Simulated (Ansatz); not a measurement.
`[CH3][Sn]([F])[F]` radical, one more setting.

```yaml
crystal:
  periodic: [false, false, false]
  atoms:
    - {symbol: C, position_ang: [-0.387430, 0.877481, -0.209173]}
    - {symbol: Sn, position_ang: [-0.127807, -1.111328, 0.640888]}
    - {symbol: F, position_ang: [1.629971, -1.077928, 1.432783]}
    - {symbol: F, position_ang: [0.173106, -2.256876, -0.880674]}
    - {symbol: H, position_ang: [-1.305649, 0.890006, -0.791851]}
    - {symbol: H, position_ang: [-0.413338, 1.601454, 0.601993]}
    - {symbol: H, position_ang: [0.492346, 1.009190, -0.839666]}
basis:
  gaussian: {orbitals: ANO-RCC-VTZP}
magnetization: {spin_polarized: true, initial_magnetization: 1}
hamiltonian: {xc: {name: HF}}
correlation: {active_space: {window: {electrons: 3, orbitals: 2}}}
output: {forces: true}
```

```sh
$ ansatz run in.yaml --threads 4 --pin off --events-out ev --progress --plain --max-ram 10444MiB
```

Output, abridged:

```
Error: invalid value for `correlation.active_space`: it starts from restricted Hartree–Fock orbitals; set hamiltonian.xc: hf without magnetization.spin_polarized
```
